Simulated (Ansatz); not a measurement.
CH₉NOSi₂ (`C[SiH2]N[SiH2]O`), relaxed with RKS PBE0-D4/def2-TZVP in Ansatz from a GFN2-xTB geometry. The force threshold is 0.005 eV/Å; the program also tests the step.

Total charge 0; spin multiplicity 1.

Start:

```xyz
14

C    -1.309    2.065   -0.250
Si   -1.004    0.210   -0.017
N     0.686    0.009    0.298
Si    1.565   -1.476    0.478
O     1.037   -2.559   -0.604
H    -1.097    2.625    0.656
H    -0.694    2.478   -1.044
H    -2.346    2.248   -0.509
H    -1.314   -0.519   -1.255
H    -1.842   -0.304    1.077
H     1.147    0.815    0.686
H     2.966   -1.109    0.266
H     1.313   -2.180    1.729
H     0.894   -2.304   -1.511
```

```
         step  energy (eV)  largest force (eV/Å)  largest move (Å)
            1  -20469.6532                 0.787             0.000
            2  -20469.7187                 0.405             0.073
            3  -20469.7286                 0.205             0.033
 4 (rejected)  -20469.6541                 0.891             0.171
            5  -20469.7350                 0.141             0.083
            6  -20469.7380                 0.034             0.100
            7  -20469.7398                 0.302             0.146
            8  -20469.7427                 0.151             0.036
            9  -20469.7469                 0.093             0.113
           10  -20469.7490                 0.165             0.166
           11  -20469.7531                 0.123             0.046
           12  -20469.7619                 0.331             0.195
           13  -20469.7646                 0.621             0.195
           14  -20469.7725                 0.225             0.023
           15  -20469.7778                 0.084             0.119
           16  -20469.7824                 0.055             0.077
17 (rejected)  -20469.7814                 0.276             0.195
18 (rejected)  -20469.7777                 0.179             0.097
           19  -20469.7848                 0.020             0.047
           20  -20469.7879                 0.048             0.098
           21  -20469.7880                 0.146             0.105
           22  -20469.7895                 0.083             0.015
           23  -20469.7900                 0.067             0.058
           24  -20469.7905                 0.022             0.029
           25  -20469.7908                 0.034             0.036
           26  -20469.7909                 0.026             0.027
           27  -20469.7910                 0.015             0.011
           28  -20469.7910                 0.005             0.005
```

End:

```xyz
14

C    -1.366    2.059    0.161
Si   -0.999    0.313   -0.384
N     0.694   -0.048   -0.323
Si    1.459   -1.329    0.529
O     1.171   -2.828   -0.087
H    -1.033    2.225    1.187
H    -0.862    2.785   -0.483
H    -2.440    2.260    0.110
H    -1.538    0.126   -1.762
H    -1.650   -0.674    0.517
H     1.308    0.534   -0.875
H     2.914   -1.016    0.503
H     0.937   -1.427    1.910
H     1.405   -2.981   -1.004
```

Hardware: 2 threads of an AMD EPYC 7R13 on a shared host and a share of an NVIDIA H100 80 GB. Wall time 38 s, peak host memory 0.87 GiB.
